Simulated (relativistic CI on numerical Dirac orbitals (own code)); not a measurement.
# Ti⁴⁺ in a cubic cluster: 2p photoemission with charge transfer

Computed with a charge-transfer multiplet model of a cubic metal-ligand cluster with up to 2 ligand holes, Slater and spin-orbit integrals from Dirac-Coulomb-Breit ions, Slater integrals scaled by 0.7. The ground state mixes d0 with configurations of k ligand holes L, whose averages lie at kΔ + k(k − 1)U_dd/2; a core hole lowers each added d electron by U_cd. 300 K, Lorentzian 0.6 eV and Gaussian 0.8 eV FWHM.

Atomic integrals in eV (Slater integrals scaled, ζ unscaled), ground: F2dd 5.756, F4dd 3.579, zeta_d 0.013; with the core hole: F2dd 5.756, F4dd 3.579, zeta_d 0.032, zeta_core 3.740, F2cd 4.433, G1cd 3.312, G3cd 1.881. Where a configuration has fewer than two d electrons, the dd integrals are those of d2.

Cluster parameters (eV): U_dd = 4.4, U_cd = 5.6, 10Dq = 0.45, 10Dq(ligand) = 0.3, V(eg) = 2.2, V(t2g) = -1.09, final-state hopping factor = 1.

```
      Case   n_d    d0   d1L  d2L2     S
Δ = 0.7 eV  0.85  0.31  0.54  0.15  0.00
Δ = 3.7 eV  0.56  0.51  0.42  0.07  0.00
Δ = 6.7 eV  0.35  0.68  0.29  0.03  0.00
```

Weights, n_d and S are thermal averages at 300 K. Binding energies count from the first peak over 30 % of the highest in each spectrum, which can be another peak from case to case. The parameters are a model scan and need not match a compound or its usual spin state. Peaks in eV (height, largest 100):
- Δ = 0.7 eV: 0.0 (100), 2.4 (7), 6.0 (42), 10.9 (11), 16.8 (6)
- Δ = 3.7 eV: 0.0 (100), 5.9 (38), 9.4 (15), 15.3 (7)
- Δ = 6.7 eV: 0.0 (100), 5.9 (36), 8.8 (16), 14.4 (7)

A d0 ion has no d-d gap: its lowest excitations are ligand-to-metal charge transfer. With the core hole the configuration with one ligand hole lies at Δ − U_cd = -4.9, -1.9, 1.1 eV from the one without, in the order of the table; where this is negative the screened configuration lies lower, though the effective hopping of about 4.9 eV (from the holes of the mixed ground state) mixes the two strongly wherever it is as large as the gap.

With at most 2 ligand holes the space is cut while the next configuration still counts, so covalency is underestimated, and a final configuration with one more ligand hole, which can lie low, is missing from the spectra.
